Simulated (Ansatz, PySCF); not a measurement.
Energy difference 2 R1 → 3 P1, each structure at its B3LYP-D3(BJ)/def2-TZVP stationary point, reached from a drawn start (curvature not checked).
R1: O3 (SMILES O=[O+][O-]), charge 0, multiplicity 1.
P1: O2 (SMILES O=O), charge 0, multiplicity 3.

P less R. No zero-point or thermal terms; singlets are restricted closed shells; open shells are unrestricted; no spin–orbit coupling.

Cores are frozen in the correlated methods. CBS: X⁻³ extrapolation of the correlation energy, Hartree–Fock from the larger set.

The values were computed with Ansatz (an electronic-structure program) with Gaussian orbitals; PySCF for the D3/D4 terms. No computed number here is a measurement.

Predict the reaction energy from CCSD(T)/CBS(cc-pVTZ, cc-pVQZ).

-3.11 eV

Estimate the reaction energy that MP2/cc-pVQZ returns for this input.

-2.33 eV

Estimate the reaction energy that PBE0-D4/def2-TZVPP returns for this input.

-4.07 eV

Doubts at one or more of the structures used: other coupled-cluster roots may lie near (CCSD(T)/CBS(cc-pVTZ, cc-pVQZ)).
